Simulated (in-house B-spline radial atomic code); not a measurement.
## RPA and G0W0 on BHandHLYP: Sr+

Configuration [Kr] 5s1, highest spin, mean-field start BHandHLYP. Computed with an all-electron radial atomic-structure program (B-spline basis): all electrons, non-relativistic, point nucleus, each spin shell either full or empty, empty states to l = 9 with an (l + 1/2)⁻⁴ tail; G0W0 by contour deformation at full frequency.

Without relativity these are model numbers: it shifts the levels of so heavy an element strongly and can reorder them.

Command:
```bash
python run_gw.py task.json out
```
Settings (radii: box in bohr, nucleus in fm):
```
Z                        38
electrons                37
configuration            [Kr] 5s1
hamiltonian              nr
method                   bhandhlyp
lmax                     9
spin_polarised           True
box_radius               23.78
intervals                54
ion_configuration        [Ar] 3d10 4s2 4p6
```

Run time, properties included: 4.7 s on 1 thread of Intel(R) Xeon(R) Platinum 8375C CPU @ 2.90GHz (Ice Lake), on a shared host.

Energies (hartree):

| term | value |
| --- | --- |
| mean-field total | -3133.18781 |
| Hartree-Fock functional on these orbitals | -3131.36589 |
| direct second order | -2.9043 |
| second-order exchange | 0.8399 |
| SOSEX correction | 0.78077 |

(1) What is the RPA correlation energy, and what remains with SOSEX?

Quasi-particle levels (eV):

```json
{"level": "5s up", "occupied": "yes", "mean field": "-9.570", "Σx - vxc": "-0.73", "Σc": "?", "QP weight": "?", "G0W0": "?"}
{"level": "4p down", "occupied": "yes", "mean field": "-32.73", "Σx - vxc": "-2.67", "Σc": "0.03", "QP weight": "0.873", "G0W0": "-35.37"}
{"level": "5s down", "occupied": "no", "mean field": "-6.682", "Σx - vxc": "2.40", "Σc": "-1.43", "QP weight": "0.905", "G0W0": "-5.711"}
```

G0W0 = mean field + (Σx - vxc) + Σc, with Σc (partial-wave tail included) taken at the quasi-particle energy. Only the outer levels were computed. Levels of low weight are left out.

(2) Where does G0W0 put 5s up?

(3) What does it cost to remove one electron (to [Ar] 3d10 4s2 4p6) by differences of total energies, each species on its own start (correlation terms add to the Hartree-Fock functional)?

Results:

(1) RPA gives -2.5666 hartree (-1.89 eV per electron); RPA + SOSEX gives -1.7858, and the second-order doubles -2.0644 hartree (no singles). SOSEX takes back 30 % of the RPA value.

(2) At -11.256 eV, with Σc = -0.96 eV and a quasi-particle weight of 0.945. The tabulated removal energy is 11.030 eV (NIST, measured); the calculation leaves out relativity, Breit and QED terms, and what these don't explain is the method's own error.

(3) BHandHLYP 10.880 eV, Hartree-Fock functional 10.269 eV, + RPA 11.145 eV, + RPA + SOSEX 10.740 eV, + second order 11.043 eV. Tabulated: 11.030 eV (NIST, measured); the calculation leaves out relativity, Breit and QED terms, and what these don't explain is the method's own error.
